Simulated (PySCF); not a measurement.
Orbital levels and atomic charges: AsP15H10

System: AsP15H10 (flake black phosphorene).

Cartesian coordinates (Å):
```
  1 P    -3.2550   -1.0285    0.3694
  2 P    -3.3941    1.0573   -0.2782
  3 P     0.0465   -1.0898   -3.9389
  4 P     1.6082   -1.1371   -2.4174
  5 P    -1.6303   -1.1309   -2.5342
  6 P     3.2661   -1.0342    0.3493
  7 P    -0.0101   -0.9901    0.3312
  8 P     1.6260   -0.9974    1.8033
  9 P    -1.6231   -0.9572    1.8222
 10 P     3.2827    1.0355   -0.3676
 11 P     1.6458    1.1055    2.4861
 12 P     0.0185    1.0561    3.9405
 13 P     1.6590    0.9977   -1.8386
 14 P     0.0323    1.1268   -0.3543
 15 P    -1.5867    1.1566    2.4629
 16 As   -1.7151    1.1224   -1.8978
 17 H    -4.2257   -0.8599    1.3667
 18 H    -4.3788    0.7447   -1.2286
 19 H     0.0778    0.3027   -4.1768
 20 H     2.6313   -0.9355   -3.3572
 21 H    -2.5715   -0.9278   -3.5566
 22 H     4.2189   -0.7598    1.3414
 23 H     4.2525    0.7497   -1.3395
 24 H     2.6129    0.8053    3.4561
 25 H    -0.0056   -0.3384    4.1327
 26 H    -2.5826    0.9260    3.4235
```

Method: CAM-B3LYP/def2-SVP, gas phase, PySCF, fitting set def2-universal-JFIT up to Ne and JKFIT beyond, grid level 1.

Spin-orbit coupling is left out, which matters for the heavier atoms here.

Problem. Give the orbital energies near the gap.

Solution. 
```csv
orbital,eV
HOMO-4,-8.06
HOMO-3,-7.82
HOMO-2,-7.67
HOMO-1,-7.56
HOMO,-7.17
LUMO,-0.86
LUMO+1,-0.21
LUMO+2,-0.06
LUMO+3,0.12
```

Problem. Give the partial charges of the non-hydrogen atoms.

Solution. 
```csv
atom,Mulliken,IAO,Hirshfeld
P1,0.04,0.03,0.02
P2,0.00,-0.01,0.01
P3,0.01,0.05,0.03
P4,0.03,0.02,0.02
P5,0.01,-0.01,0.01
P6,0.03,0.02,0.02
P7,-0.05,-0.01,-0.01
P8,-0.06,-0.01,0.01
P9,-0.07,-0.01,0.01
P10,0.04,0.03,0.02
P11,0.03,0.02,0.02
P12,0.01,0.05,0.03
P13,-0.08,-0.01,0.00
P14,-0.06,-0.04,-0.02
P15,0.02,0.02,0.02
As16,0.03,0.07,0.05
```
